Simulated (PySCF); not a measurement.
Ta(Cl)5, SMILES [Cl][Ta]([Cl])([Cl])([Cl])[Cl] (Cl5Ta), singlet (PBE0/def2-SVP optimised geometry):

```
6

Ta     0.000    -1.143     0.000
Cl    -2.328    -1.143     0.000
Cl     2.328    -1.143     0.000
Cl    -0.001     1.143     0.000
Cl     0.000    -2.286     1.979
Cl     0.001    -2.283    -1.980
```

Method: PBE0/def2-TZVP, def2 effective core potentials past Kr in PySCF 2.14.0.

### Question
What are the frontier orbital energies and the dipole moment?

### Answer
HOMO-2 -9.62 eV, HOMO-1 -9.21 eV, HOMO -9.21 eV, LUMO -3.78 eV, LUMO+1 -3.78 eV; dipole moment 0.00 D.

On the same geometry PBE/def2-TZVP, def2 effective core potentials past Kr in PySCF 2.14.0 gives HOMO-2 -8.24 eV, HOMO-1 -7.83 eV, HOMO -7.83 eV, LUMO -4.39 eV, LUMO+1 -4.39 eV; dipole moment 0.00 D.
